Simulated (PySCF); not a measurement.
**Excitation energies in several basis sets**

CH8AsB.
InChI=1S/CH8AsB/c1-2-3/h2H2,1,3H3

TDDFT with PBE0 (PySCF), vertical singlets, core orbitals frozen in the response, spherical d and f functions. Geometry: PBE0-D3(BJ)/def2-SVP; no solvent, vibrations or thermal averaging. The PBE0/6-31G* calculation is non-relativistic and has no spin–orbit coupling, an omission that weighs most on arsenic.

Problem. How do the low singlets change with the basis? Take 6-31G*, def2-SVP, def2-SVPD, aug-cc-pVDZ, def2-TZVP and def2-TZVPD.

Solution. 

```
      basis  functions  diffuse  S1 (eV)  S2 (eV)  S3 (eV)  S4 (eV)  S5 (eV)  LUMO (eV)  α (au)
     6-31G*         76       no     7.73     7.74     7.90     8.13     8.42       0.80    53.4
   def2-SVP        100       no     7.56     7.57     7.63     7.83     8.05       0.49    57.2
  def2-SVPD        142      yes     7.14     7.18     7.22     7.69     7.73      -0.09    64.7
aug-cc-pVDZ        154      yes     6.81     6.86     6.90     7.33     7.39      -0.54    65.8
  def2-TZVP        158       no     7.28     7.35     7.39     7.77     7.91       0.13    62.5
 def2-TZVPD        200      yes     6.94     7.03     7.07     7.51     7.60      -0.32    65.5
```

States are compared by their number. Against the largest diffuse basis here (def2-TZVPD, itself not a converged limit), sets without diffuse functions differ by up to 0.78 eV in S1 and 0.82 eV in S5; the smaller diffuse sets differ by up to 0.19 and 0.21 eV. S1 is led by HOMO-2→LUMO (85%) in 6-31G* and by HOMO→LUMO (48%) in def2-TZVPD. S1 is led by HOMO-1→LUMO (93%) in def2-SVP and by HOMO→LUMO (48%) in def2-TZVPD. Every set without diffuse functions puts S1 more than 0.3 eV higher, so even the lowest state needs them here. State by state, the largest deviation of a set without diffuse functions is S1 0.78, S2 0.71, S3 0.84, S4 0.61, S5 0.82 eV. The same number needn't mean the same state in each row. Against def2-TZVPD the polarisability deviates by -18% in 6-31G*, -13% in def2-SVP, -1% in def2-SVPD, 0% in aug-cc-pVDZ, -5% in def2-TZVP.
